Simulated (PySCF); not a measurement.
## C6H6BrN: core ionisation energies

Compound: C₆H₆BrN.
Numbering: `[NH2:1][c:2]1[cH:3][cH:4][cH:5][c:6]([Br:7])[cH:8]1`

Theory: PySCF 2.14.0, delta-SCF UKS SCAN, pcX-2 on the ionised atom, pcseg-1 elsewhere, spin-free X2C. Each binding energy is the total energy of the core-ionised species, with the hole localised on one atom, minus that of the ground state; both are solved self-consistently, so orbital relaxation is included.

Question: Give the core binding energies atom by atom.

Answer: 
| atom(s) | bonded to | level | binding energy (eV) | above the level's lowest (eV) | count |
| --- | --- | --- | --- | --- | --- |
| N1 | C and 2 H | N 1s | 405.63 | 0.00 | 1 |
| C2 | N and 2 C (aromatic in the SMILES) | C 1s | 291.58 | +1.71 | 1 |
| C3 | 2 C (aromatic in the SMILES) and H | C 1s | 289.95 | +0.08 | 1 |
| C4 | 2 C (aromatic in the SMILES) and H | C 1s | 290.30 | +0.43 | 1 |
| C5 | 2 C (aromatic in the SMILES) and H | C 1s | 289.87 | 0.00 | 1 |
| C6 | Br and 2 C (aromatic in the SMILES) | C 1s | 291.24 | +1.37 | 1 |
| C8 | 2 C (aromatic in the SMILES) and H | C 1s | 290.05 | +0.18 | 1 |

Lowest listed C 1s: C5, bonded to 2 C (aromatic in the SMILES) and H. Highest, 1.71 eV above it: C2, bonded to N and 2 C (aromatic in the SMILES). The widest gap between neighbouring values is 0.94 eV, between 290.30 and 291.24 eV. Summing the Pauling electronegativity differences to the bonded atoms, each weighted by its formal bond order, gives -0.35 for the lowest site and +0.49 for the highest; no listed site has a larger sum than the highest.

Question: Which photon energy gives electrons from C 1s of C6 a kinetic energy of 200 eV, and what is their de Broglie wavelength?

Answer: hν = 291.24 + 200 = 491.24 eV, recoil neglected; λ = 12.264 Å/√(E/eV) = 0.87 Å.

Question: What is the longest wavelength that can ionise C 1s of C6 vertically?

Answer: λ = hc/E = 12398.42 eV Å / 291.24 eV = 42.571 Å.

Spin contamination (⟨S²⟩ against 0.75 for a pure doublet) is marked for C 1s of C2 (0.89), which makes this value less certain. No level of bromine is listed. Isolated species at its PBE0-D3(BJ)/def2-SVP geometry, gas phase.

Hardware: one thread of an x86-64 server, shared host. Cost: 1.8 min.

Shape of the structure used: `[NH2:1][c:2]1[cH:3][cH:4][cH:5][c:6]([Br:7])[cH:8]1`: H–N1–C2–C3 -21°, H–N1–C2–C3 -162°.
